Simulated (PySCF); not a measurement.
**Removing the step error of a finite difference**

System: CH5Br2NOSi (SMILES CO[Si](N)(Br)Br), singlet, geometry from GFN2-xTB, atoms displaced at random by about 0.03 Å a coordinate. Level: PBE/STO-3G, gradient run with PySCF. Sums are taken with unrounded values, so a last digit can differ.

Central differences of the energy along y of atom 4 gave a gradient component of -0.066224 Eh/bohr at step 0.05 and -0.066129 Eh/bohr at step 0.2 (atomic units).

Q: Extrapolate to zero step.

A: The leading error of a symmetric difference goes as h², so A(h) = A0 + c h². Then c = (-0.066129 - (-0.066224))/(0.2² - 0.05²) = 0.00253 (atomic units) and A0 = -0.066224 - c × 0.05² = -0.066230 Eh/bohr. The analytic value from the same program and level (with grid response) is -0.066228 Eh/bohr: the smaller step missed it by 0.000004, the extrapolation by -0.000002.
